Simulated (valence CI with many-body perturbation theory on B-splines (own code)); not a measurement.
## La¹⁷⁺: input, log and results

Computed by relativistic CI+MBPT: four valence electrons over a frozen Dirac-Fock core [Kr], a basis of 7 s, 7 p, 8 d, 6 f, 4 g, 1 h functions for each j, with the one-electron correlation potential Σ1 (screened to all orders), the two-electron term Σ2, the three-electron term Σ3, Breit, model QED; selected single and double excitations, second order for the rest, scaled by the run's own slope (own B-spline code, finite nucleus).

Command, and the settings that its task file holds:

```sh
python run_cv.py task.json out
```

```
atom La  Z=57  mass_number=139  rms_radius_fm=4.8550
core [Kr]
valence 4d4
avg = 1
basis = M
beyond = 1
breit = 1
cap = 32000
capref = 2200
cscale = 1
de = 0.0
dress = 0
eps = 2e-08
extrap = 1
h = 0.27
hh = 1
l2 = 3
lcore = 6
maxit = 60
n2 = 5
natural = 1
nlev = 190
nno = [4, 4, 5, 4, 3, 1]
nroot = 40
nsp = [3, 3, 3, 2, 1, 0]
pt2 = 1
qed = 1
rpa = 1
s1 = 1
s2 = 1
s3 = 1
screen = 1
tol = 2e-05
whole = 1
```

Problem. Roughly how long does this run take on one core of Intel(R) Xeon(R) Processor @ 2.30GHz, and how much memory?

Solution. 3.7 min on 1 thread of Intel(R) Xeon(R) Processor @ 2.30GHz, with other jobs on the host, peak memory 1.4 GiB.

Log. The first blocks belong to the next ion, which gives the ionisation energy. Fields: 2J, parity (1 odd), roots, reference size, generating configurations, candidates as configurations/state functions, variational space P, stored matrix elements, Davidson steps; e2 is the range of second-order energies in hartree. The first line gives the box (bohr), its intervals, the orbitals and the steps of their self-consistent field. Window is the range of levels sought, series limit the energy at which the first omitted orbital would enter, core excitation an estimate of the first excitation out of the core, left out the lowest levels not solved, and shifts from estimates the range by which levels moved from their first estimate, all in cm⁻¹.

```
rmax 8.3 intervals 61 orbitals 59 references ['4d4', '4d3 4f', '4d3 5s', '4d3 5p'] scf 5 t 2.0
2J=3 par=0 roots 2 ref 38 generators 6 cand 1147/3045 P 1166/3083 nnz 2.5e+06 it 5
2J=3 par=0 roots 2 ref 38 generators 10 cand 379/948 P 1545/4031 nnz 3.8e+06 it 5
   second order: generators 15 cand 4487/10757 e2 -0.00002 -0.00001
2J=5 par=0 roots 2 ref 44 generators 3 cand 950/3097 P 968/3141 nnz 2.7e+06 it 4
2J=5 par=0 roots 2 ref 44 generators 10 cand 489/1381 P 1457/4522 nnz 4.9e+06 it 4
   second order: generators 15 cand 5473/15706 e2 -0.00002 -0.00001
2J=7 par=0 roots 2 ref 38 generators 2 cand 1014/3137 P 1030/3175 nnz 2.8e+06 it 5
2J=7 par=0 roots 2 ref 38 generators 9 cand 531/1590 P 1561/4765 nnz 5.6e+06 it 5
   second order: generators 14 cand 5205/16022 e2 -0.00002 -0.00001
reference levels 1529, estimated 381, window 1069952 1/cm; series limit 2637000, core excitation 733860
2J=0 par=0 roots 6 ref 40 generators 13 cand 1976/3823 P 3308/6349 nnz 4.8e+06 it 6
2J=0 par=0 roots 6 ref 40 generators 22 cand 1611/4242 P 4919/10591 nnz 9.1e+06 it 7
   second order: generators 34 cand 20816/51313 e2 -0.00008 -0.00001
2J=2 par=0 roots 5 ref 83 generators 14 cand 761/3780 P 1318/6344 nnz 7.3e+06 it 5
2J=2 par=0 roots 5 ref 83 generators 18 cand 2425/11975 P 3743/18319 nnz 3.9e+07 it 8
   second order: generators 32 cand 19978/125880 e2 -0.00010 -0.00003
2J=4 par=0 roots 9 ref 131 generators 15 cand 518/3853 P 914/6386 nnz 7.8e+06 it 11
2J=4 par=0 roots 9 ref 131 generators 21 cand 2813/20182 P 3727/26568 nnz 8.2e+07 it 9
   second order: generators 37 cand 21845/204231 e2 -0.00015 -0.00003
2J=6 par=0 roots 7 ref 128 generators 9 cand 463/3773 P 842/6394 nnz 8.1e+06 it 5
2J=6 par=0 roots 7 ref 128 generators 20 cand 2591/21080 P 3433/27474 nnz 9.6e+07 it 7
   second order: generators 33 cand 22857/236397 e2 -0.00017 -0.00003
2J=8 par=0 roots 8 ref 126 generators 13 cand 482/3795 P 868/6375 nnz 8.5e+06 it 6
2J=8 par=0 roots 8 ref 126 generators 23 cand 2713/21196 P 3581/27571 nnz 9.5e+07 it 7
   second order: generators 41 cand 22614/257685 e2 -0.00016 -0.00004
2J=10 par=0 roots 3 ref 90 generators 8 cand 632/3828 P 1107/6362 nnz 7.4e+06 it 4
2J=10 par=0 roots 3 ref 90 generators 19 cand 2427/15605 P 3534/21967 nnz 6.5e+07 it 5
   second order: generators 31 cand 18105/175867 e2 -0.00010 -0.00007
2J=12 par=0 roots 3 ref 67 generators 6 cand 801/3701 P 1411/6267 nnz 7.1e+06 it 5
...
2J=16 par=1 roots 5 ref 12 generators 9 cand 2186/12610 P 3497/18881 nnz 4.7e+07 it 8
   second order: generators 24 cand 16969/147894 e2 -0.00003 -0.00002
2J=0 par=1 roots 9 ref 37 generators 12 cand 1530/3875 P 2571/6397 nnz 4.3e+06 it 8
2J=0 par=1 roots 9 ref 37 generators 26 cand 4689/11160 P 7260/17557 nnz 2.3e+07 it 8
   second order: generators 54 cand 29890/77973 e2 -0.00009 -0.00001
2J=18 par=1 roots 1 ref 2 generators 1 cand 999/4417 P 1933/7667 nnz 8.8e+06 it 4
2J=18 par=1 roots 1 ref 2 generators 3 cand 619/2951 P 2552/10618 nnz 1.6e+07 it 4
   second order: generators 10 cand 10996/79114 e2 -0.00003 -0.00003
left out: unestimated 1539411, estimated 1131956, shifts from estimates -290 to 218
operators 3.5
```

The Davidson iterations converged.

No measured spectrum was set against this ion. As an estimate, terms of the open shell hold to 2 to 4 % of their energy, and close levels can change places. The list stops below the first excitations out of the core.

```
Valence energy                            : -75.95429 hartree
Ionisation energy                         : 465.72 eV (NIST: 464 ± 3 eV (theoretical))
Reference configurations for the orbitals : 4d4, 4d3 4f, 4d3 5s, 4d3 5p
Radial orbitals                           : 59
Box radius                                : 8.296 bohr
Largest variational space                 : 31985
Lowest levels                             : 4d⁴ ⁵D_0 0.0, 4d⁴ ⁵D_1 14120, 4d⁴ ⁵D_2 25014, 4d⁴ ⁵D_3 32648, 4d⁴ ⁵D_4 36128, 4d⁴ ³P_0 [a] 51500, 4d⁴ ³H_4 53820, 4d⁴ ³G_3 62467, 4d⁴ ³F_2 [a] 65012, 4d⁴ ³H_5 66592, 4d⁴ ³P_1 [a] 69149, 4d⁴ ³H_6 72110, 4d⁴ ³G_4 78578, 4d⁴ ³D_2 81055 cm⁻¹
```

Names give the largest LS component (configuration and term), which can be under half, so a name can repeat, a term be missing and a line seem to break the LS rules; names also repeat where a configuration has a term twice. Letters in brackets count levels of one name in rising energy.
